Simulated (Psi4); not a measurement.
HFSi, charge +1, doublet, geometry from GFN2-xTB (a state made from the parent by changing its charge; the spin is typed, not shown lowest). Base run: Psi4 1.11 with PBE0/aug-cc-pVDZ.

Geometry (Å):
```xyz
3

Si    -0.2709    -0.3567     0.3371
H     -1.0367    -1.3650    -0.3961
F      0.5366     0.7066    -0.4803
```
Charge +1, spin multiplicity 2.
Orbitals are unrestricted.
All else is at Psi4's defaults (density fitting).
Base energy -389.36909 Eh.

Each row names what was changed in the base input (with any setting that the change needs).

```
change                                        ΔE vs base (mEh)  SCF cycles  grid points  basis functions
--------------------------------------------  ----------------  ----------  -----------  ---------------
base                                                     0.000           8        66519               59
dft_spherical_points = 194                               0.020           8        42949               59
cholesky_tolerance = 1e-3 (with scf_type cd)             0.048           8        66519               59
dft_radial_points = 150                                  0.000           8       132589               59
ints_tolerance = 1e-8                                    0.000           8        66519               59
guess = sapgau                                           0.000           8        66519               59
e_convergence = 1e-4                                     0.000           8        66519               59
scf_type = disk_df                                       0.000           8        66519               59
dft_radial_scheme = multiexp                             0.014           8        67879               59
e_convergence = 1e-8                                     0.000           9        66519               59
level_shift = 1.0                                        0.000           9        66519               59
cholesky_tolerance = 1e-6 (with scf_type cd)             0.002           8        66519               59
dft_nuclear_scheme = becke                               0.021           8        66220               59
```

Open shells are given as the SCF converged; they aren't shown to be the lowest states, and a large step between rows can be another state.
